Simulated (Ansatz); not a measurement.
One change: `[CH3][GeH]([NH2])[CH]=O` becomes `[CH3][GeH2][CH]=O`.

Ansatz, PBE0-D4/def2-TZVP geometries, multiplicity 1. Each molecule was computed in one conformer, which needn't be the lowest.

Scalar relativity is left out up to krypton.

```
                                          property  `[CH3][GeH]([NH2])[CH]=O`
                 HOMO energy (PBE/def2-TZVPP) / eV                      -5.09
               LUMO energy (B3LYP/def2-TZVPP) / eV                      -1.60
             HOMO energy (ωB97M-V/def2-TZVPP) / eV                      -8.73
size of the dipole moment (ωB97M-V/def2-TZVPP) / D                       1.92
                 LUMO energy (PBE/def2-TZVPP) / eV                      -2.46
             LUMO energy (ωB97M-V/def2-TZVPP) / eV                       0.88
```

Q: Give the same properties after the change, and the shifts. (An estimate is asked.)

A: The calculation gave: 
| property | `[CH3][GeH2][CH]=O` | shift |
| --- | --- | --- |
| HOMO energy (PBE/def2-TZVPP) / eV | -5.49 | -0.40 |
| LUMO energy (B3LYP/def2-TZVPP) / eV | -1.61 | -0.01 |
| HOMO energy (ωB97M-V/def2-TZVPP) / eV | -9.14 | -0.41 |
| size of the dipole moment (ωB97M-V/def2-TZVPP) / D | 1.88 | -0.04 |
| LUMO energy (PBE/def2-TZVPP) / eV | -2.52 | -0.06 |
| LUMO energy (ωB97M-V/def2-TZVPP) / eV | 0.98 | 0.10 |

Dipoles are sizes alone; their direction can turn.

B3LYP here is the variant with VWN-RPA as its local correlation; programs differ in this.
